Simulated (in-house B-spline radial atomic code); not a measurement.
A run on an ion of nuclear charge 65 with 65.7 electrons that did not converge. Method: scalar-relativistic (X2C) TPSSh, spin-polarised, spherical fractional occupations, Fermi nucleus of rms radius 5.06 fm; computed with a B-spline radial code for spherical atoms.

Command:
```bash
python run_scf.py task.json out
```
Settings (nuclear radius in fm, mass in u):
```
Z                65
configuration    [Xe] 4f9.7 6s2
hamiltonian      x2c
method           tpssh
spin_polarised   True
nucleus          fermi
rms_radius       5.06
atomic_mass      158.92535
speed_of_light   137.035999084
```

First and last ten iterations of the last attempt (damped for 15 steps, keeping 80 % of the old Fock matrix, then DIIS):
```
 iter        energy (Eh)    residual
    1      -11665.387140    5.53e-01
    2      -11668.391306    1.18e+00
    3      -11687.861723    7.58e-01
    4      -11698.400885    4.71e-01
    5      -11703.685204    3.04e-01
    6      -11706.117627    1.99e-01
    7      -11707.152910    1.21e-01
    8      -11707.580590    7.64e-02
    9      -11707.770557    5.38e-02
   10      -11707.868907    3.99e-02
  111      -11705.965111    1.42e-01
  112      -11707.844393    3.74e-02
  113      -11528.601527    9.91e-01
  114      -11528.593431    9.91e-01
  115      -11528.663989    9.91e-01
  116      -11706.219416    1.24e-01
  117      -11706.342939    1.18e-01
  118      -11707.823101    4.80e-02
  119      -11707.816765    4.86e-02
  120      -11706.354934    1.17e-01
 not converged after 120 iterations
```

The smallest residual met was 2.8e-02; the threshold is about 6e-07. No energy from this run should be used. The likely cause: this method binds the added charge weakly or not at all at the basis-set limit, so charge moves back and forth between the atom and the box. Run time, properties included: 7 s on 1 thread of Arm Neoverse V1 (shared host).
